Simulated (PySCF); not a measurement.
C₈H₁₄.
Atom-mapped SMILES: `[CH2:1]=[C:2]([CH3:3])[CH2:4]/[CH:5]=[CH:6]\[CH2:7][CH3:8]` (hydrogens: H9, H10 on C1; H11, H12, H13 on C3; H14, H15 on C4; H16 on C5; H17 on C6; H18, H19 on C7; H20, H21, H22 on C8)

Cartesian coordinates in Å at the PBE0-D3(BJ)/def2-SVP level; atoms count from 1:
```xyz
22
C8H14 angstrom
C      3.191    0.738   -0.051
C      1.948    0.316   -0.303
C      1.657   -1.032   -0.892
C      0.740    1.170    0.011
C     -0.070    0.601    1.141
C     -1.312    0.104    1.088
C     -2.202   -0.014   -0.110
C     -2.522   -1.464   -0.461
H      4.061    0.111   -0.267
H      3.381    1.726    0.378
H      0.987   -1.607   -0.232
H      2.573   -1.615   -1.055
H      1.135   -0.930   -1.858
H      0.120    1.267   -0.895
H      1.077    2.185    0.279
H      0.448    0.581    2.108
H     -1.735   -0.288    2.022
H     -3.146    0.522    0.095
H     -1.752    0.488   -0.980
H     -3.225   -1.527   -1.306
H     -1.609   -2.014   -0.738
H     -2.977   -1.991    0.392
```

Computed, not measured: PBE0-D3(BJ)/def2-SVP geometry optimisation, gas phase (PySCF 2.14.0).

Masses are those of the commonest isotopes; rigid-rotor values at the optimised geometry. The values belong to one conformer with, in the numbering `[CH2:1]=[C:2]([CH3:3])[CH2:4]/[CH:5]=[CH:6]\[CH2:7][CH3:8]`, C1–C2–C4–C5 -111°, C2–C4–C5–C6 -114°, C5–C6–C7–C8 116°.

(1) What are A, B and C (MHz)?

(2) What kind of rotor is it?

(3) What does the inertial defect say?

(4) Give the other two planar moments, Paa and Pbb, and the rms extents of the mass along the axes.

(5) Where do the levels up to J = 4 lie, in MHz?

(6) Which lines would a microwave search look for?

(7) Estimate the classical rotational partition function at 200 K, 298.15 K and 500 K.

## Answers

(1) Ia = 135.00, Ib = 483.38, Ic = 564.60 u·Å²; 505379 MHz·u·Å²/I gives A = 3744, B = 1046, C = 895.1 MHz.

(2) An asymmetric top. Ray's parameter κ = (2B − A − C)/(A − C) = -0.894; −1 is the prolate and +1 the oblate limit.

(3) Not planar: Δ = Ic − Ia − Ib = -53.77 u·Å². For a rigid frame Δ = −2 Σ m c², so Σ m c² = 26.88 u·Å² lies off the ab plane: 12.99 from hydrogen and 13.89 from heavier atoms. The atom farthest from that plane is 1.48 Å away.

(4) Paa = Σ m a² = (Ib + Ic − Ia)/2 = 456.49 and Pbb = Σ m b² = (Ia + Ic − Ib)/2 = 108.11 u·Å². With the mass M = 110.11 u, the rms extents √(P/M) along a, b and c are 2.04, 0.99, 0.49 Å.

(5) Above 0(0,0):
J = 1: 1(0,1) 1941, 1(1,1) 4639, 1(1,0) 4789
J = 2: 2(0,2) 5816, 2(1,2) 8370, 2(1,1) 8821, 2(2,1) 16915, 2(2,0) 16921
J = 3: 3(0,3) 11613, 3(1,3) 13962, 3(1,2) 14864, 3(2,2) 22737, 3(2,1) 22768, 3(3,1) 36608, 3(3,0) 36608
J = 4: 4(0,4) 19315, 4(1,4) 21412, 4(1,3) 22915, 4(2,3) 30495, 4(2,2) 30586, 4(3,2) 44382, 4(3,1) 44383, 4(4,1) 63785, 4(4,0) 63785
The levels of one J sum to (2J + 1)J(J + 1)(A + B + C)/3.

(6) The dipole components are |μa| = 0.62 D, |μb| = 0.27 D, |μc| = 0.16 D. Intensities carry the squares of the components, which stand as 1.00 : 0.20 : 0.07 (a : b : c). Some lines, for components of 0.1 D or more:

| type | branch | J(Ka,Kc) | MHz | lower level (cm⁻¹) |
| --- | --- | --- | --- | --- |
| c | Q | 2(1,2) ← 2(0,2) | 2554 | 0.194 |
| a | R | 2(1,2) ← 1(1,1) | 3731 | 0.155 |
| a | R | 2(1,1) ← 1(1,0) | 4032 | 0.160 |
| c | R | 2(1,1) ← 1(0,1) | 6880 | 0.065 |
| c | Q | 2(2,1) ← 2(1,1) | 8095 | 0.294 |
| b | Q | 2(2,1) ← 2(1,2) | 8546 | 0.279 |
| b | R | 2(2,1) ← 1(1,0) | 12126 | 0.160 |
| c | R | 2(2,0) ← 1(1,0) | 12132 | 0.160 |
| c | R | 2(2,1) ← 1(1,1) | 12277 | 0.155 |
| b | R | 2(2,0) ← 1(1,1) | 12283 | 0.155 |

(7) Point group C1, symmetry number σ = 1; q = (√π/σ)·√((kT/h)³/(ABC)), k/h = 20836.6 MHz/K: 255000 at 200 K, 464000 at 298.15 K, 1010000 at 500 K.

Stationary, but not proved a minimum. Zero-point vibration and centrifugal distortion are left out. A rigid rotor knows nothing of internal rotation, which can split or shift real lines.

The run took about 3 min of CPU time (one thread, shared machine). This is the geometry optimisation.
